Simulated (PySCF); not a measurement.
trimethyl amine (C$_{3}$H$_{9}$N), singlet, geometry from GFN2-xTB. Base run: BLYP/6-31G* (PySCF).

PySCF was given this input:
```python
from pyscf import gto, scf, dft

mol = gto.Mole()
mol.atom = '''
    N    -0.00261790    0.00013854    0.37401739
    C    -0.00152192    1.37970834   -0.06300031
    C     1.19627023   -0.68818901   -0.05385049
    C    -1.19343643   -0.69158875   -0.07057579
    H     0.00601956    1.47958855   -1.16082857
    H     0.87937092    1.88014242    0.33668072
    H    -0.88934309    1.87762614    0.32430169
    H     1.29087415   -0.73861551   -1.15101370
    H     1.18494027   -1.70346684    0.34014693
    H     2.06712214   -0.17042002    0.34575384
    H    -1.27253017   -0.74226236   -1.16895468
    H    -2.07126594   -0.17630754    0.31678972
    H    -1.18473380   -1.70683808    0.32356185
'''
mol.basis = '6-31g*'
mol.verbose = 4
mol.build()

mf = dft.RKS(mol)
mf.xc = 'blyp'
mf.kernel()
mf.analyze()
```

The base run was repeated with changes; each row names its change, and settings that it needs were set with it.

```
change                                                                            ΔE vs base (µEh)  SCF cycles        outcome
--------------------------------------------------------------------------------  ----------------  ----------  -------------
base                                                                                           0.0           9      converged
conv_tol_grad = 1e-7                                                                           0.0          12      converged
conv_tol = 1e-7                                                                                0.0           8      converged
diis = off; damp = 0.3 (with mf.diis_start_cycle = 200; with mf.max_cycle = 150)                 -         150  not converged
solver = newton                                                                                0.0           -      converged
init_guess = atom                                                                              0.0           9      converged
init_guess = vsap                                                                              0.0          11      converged
level_shift = 1.0 (with mf.max_cycle = 100)                                                    0.0          31      converged
level_shift = 0.5 (with mf.max_cycle = 100)                                                    0.0          17      converged
diis_space = 12                                                                                0.0           9      converged
conv_tol_grad = 1e-3                                                                           0.0           9      converged
diis_space = 20                                                                                0.0           9      converged
conv_tol = 1e-4                                                                                0.3           6      converged
```
